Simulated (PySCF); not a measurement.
From computed data to an observable: entropy of an ideal gas

W(NH)(S)(Br)(OH) (BrH2NOSW), SMILES [NH]=[W]([OH])(=[S])[Br], multiplicity 1.

Geometry: PBE-D3(BJ)/def2-SVP. The spin state was assumed, not searched. The structure was generated by enumeration; whether it is a known compound was not checked. The def2 effective core potentials stand for the cores of W; spin–orbit coupling is left out. Other conformers were not sampled.

PBE-D3(BJ)/def2-SVP (PySCF) gives the harmonic wavenumbers 110, 135, 180, 217, 243, 273, 333, 511, 549, 587, 645, 719, 977, 3523, 3741 cm⁻¹ and the rotational temperatures 0.1098, 0.0468, 0.0407 K. The molar mass is 327.83 g/mol, the symmetry number 1, the spin multiplicity 1.

Work out the entropy at 298.15 K and 1 atm in the rigid-rotor, harmonic-oscillator model.


Translation (Sackur–Tetrode at 1 atm): S = R[1.5 ln M + 2.5 ln T − 1.16487] = 181.0 J/(mol K).
Rotation: q = (√π/σ) T^1.5/√(θA θB θC) = 631000, S = R[ln q + 3/2] = 123.5 J/(mol K).
Vibration: with u = 1.4388 ν/T, each mode gives R[u/(e^u − 1) − ln(1 − e^−u)]:
```tsv
ν (cm⁻¹)	modes	u	S (J/(mol K))
110	1	0.53	13.68
135	1	0.65	12.02
180	1	0.87	9.74
217	1	1.05	8.30
243	1	1.17	7.45
273	1	1.32	6.60
333	1	1.61	5.21
511	1	2.47	2.64
549	1	2.65	2.29
587	1	2.83	1.98
645	1	3.11	1.58
719	1	3.47	1.19
977	1	4.71	0.43
```
The stiffer modes add less than 0.005 each. Sum 73.1 J/(mol K).
Spin: R ln 1 = 0.0 J/(mol K).
Total 377.6 J/(mol K); the program's own thermochemistry gives 377.6. Translation makes up 48 % and vibration 19 %. Anharmonicity, hindered rotation and orbital degeneracy are left out.
